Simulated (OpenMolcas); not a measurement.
Tb3+: the spin-orbit constant, worked from levels

```json
{"Program": "OpenMolcas", "Basis": "ANO-R1 [7s5p3d2f]", "Scalar Hamiltonian": "X2C, finite nucleus", "Active space": "8 electrons in 7 orbitals (4f)", "State averaging": "2S+1 = 7 even, 7 roots; 2S+1 = 5 even, 140 roots (42 in the spin-orbit step); 2S+1 = 3 even, 60 roots kept (CI in the orbitals of an earlier block, 0 in the spin-orbit step); 2S+1 = 1 even, 1 root kept (CI in the orbitals of an earlier block, 0 in the spin-orbit step)", "Spin-orbit coupling": "state interaction with AMFI integrals over the reference wave functions, term energies averaged over their components"}
```

Methods: CASSCF; SS-CASPT2, IPEA 0.25 Eh, imaginary shift 0.1 Eh (closed shells correlated: 5s 5p). Measured levels: Martin, Zalubas and Hagan, Atomic Energy Levels: The Rare-Earth Elements, NSRDS-NBS 60 (1978).

**The spin-orbit constant.** For the Hund term ⁷F of f8, E(J) = (A/2) J(J+1) + constant and ζ = -2S·A = -6A. From J = 0 to J = 6 the energy changes by 21 A.

| Source | E(6) - E(0) | A | ζ |
| --- | --- | --- | --- |
| CASSCF | -6201.6 | -295.3 | 1772 |
| SS-CASPT2 | -6195.8 | -295.0 | 1770 |
| measured | -5653.8 | -269.2 | 1615 |

All in cm-1. SS-CASPT2 is off by +9.6 % and CASSCF by +9.7 %. Both methods take the spin-orbit matrix elements from the reference wave functions, so the second can move ζ only through the term energies and any multistate remixing. Second-order mixing with other terms is absorbed into this ζ.

CASPT2 breaks the degeneracy within a term, and the mean is taken; among the terms shown or strongly mixed into the levels shown the widest spread is 78 cm-1 (4f⁸ ⁷F, SS-CASPT2). High states are left out of the spin-orbit mixing, which shifts the levels that they would mix with. The basis is small and was not contracted for so high a charge. Without dynamic correlation excited terms often stand tens of per cent too high (terms of higher spin than the ground term too low), and those without a measured partner can miss by more than the paired ones (holds for CASSCF). Computed and measured levels are paired by configuration, term and J; levels that our copy of the source lacks, or whose pairing is in doubt (as where it misses far off the trend of its configuration), stay unpaired and out of the deviations. Only configurations of the active space appear.
